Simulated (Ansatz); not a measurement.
Ideal-gas functions of FH4N2SV (`[NH2][V]([NH2])([F])=[S]`) at 298.15 K and 1 bar, from an Ansatz frequency run at PBE0-D4/def2-TZVP.

Molar mass 134.06 g/mol, point group Cs (symmetry number 1), electronic degeneracy 1, moments of inertia 152.386, 216.969, 221.682 u Å². Harmonic wavenumbers (cm⁻¹, unscaled): 89, 186, 206, 219, 238, 239, 368, 401, 462, 564, 585, 651, 758, 763, 772, 1516, 1522, 3559, 3563, 3683, 3683.

Use S(trans) = R[1.5 ln M + 2.5 ln T − 1.1517]; rotational temperatures θ = 24.2544 K / I; S(rot) = R[ln(√π/σ · √(T³/θAθBθC)) + 1.5]; for each mode x = 1.438777 ν̃/T, S = R[x/(eˣ − 1) − ln(1 − e⁻ˣ)] and H = RT x/(eˣ − 1); 1 cm⁻¹ = 0.0119627 kJ/mol; R = 8.31446 J/(mol·K).

Question: By hand: the entropy, in J/(mol·K).

Answer: Translation 169.9. Rotation: θ = 0.1592, 0.1118, 0.1094 K, giving 114.2. Vibration, mode by mode: 15.41, 9.49, 8.70, 8.23, 7.61, 7.57, 4.55, 4.01, 3.18, 2.16, 1.99, 1.55, 1.02, 1.00, 0.97, 0.05, 0.04, 0.00, 0.00, 0.00, 0.00, in all 77.5. Electronic 0.0. Sum 361.6 J/(mol·K).

Question: By hand: H − E and G − E in kJ/mol, counted from the electronic energy.

Answer: Zero-point energy ½ × 24027 × 0.0119627 = 143.7; thermal vibration 13.4; translation, rotation and pV give 4 RT = 9.9. H − E = 167.0 kJ/mol, and G − E = 167.0 − 298.15 × 361.6/1000 = 59.2 kJ/mol.

Vibration gives 21 % of the entropy, 15.4 J/(mol·K) of it from the mode under 150 cm⁻¹: soft modes count most, and the harmonic formula is weakest for them. The sum counts one conformer and one mirror image; others add a mixing term.
